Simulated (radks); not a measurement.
The numbers below are computed, except where a source is named.
Removal energies from the scandium ion Sc8+, [Ne] 3s2 3p1, by Delta-SCF beside the eigenvalue of the level emptied. Level of theory: scalar-relativistic Kohn-Sham, LDA (Slater exchange, Perdew-Wang correlation), spin-polarised, spherical densities, finite nucleus; Fermi nuclear charge, rms radius of each element as measured or else 0.836 A^(1/3) + 0.57 fm (a radial shooting solver on a logarithmic mesh with Libxc functionals). Open shells are filled with parallel spins first.

| removed from | final configuration | Delta-SCF (eV) | -eigenvalue (eV) |
|---|---|---|---|
| 3p | [Ne] 3s2 | 180.44 | 169.42 |
| 3s | [Ne] 3s1 3p1 | 200.36 | 190.10 |
| 2p | [He] 2s2 2p5 3s2 3p1 | 586.35 | 554.08 |
| 2s | [He] 2s1 2p6 3s2 3p1 | 666.51 | 637.70 |
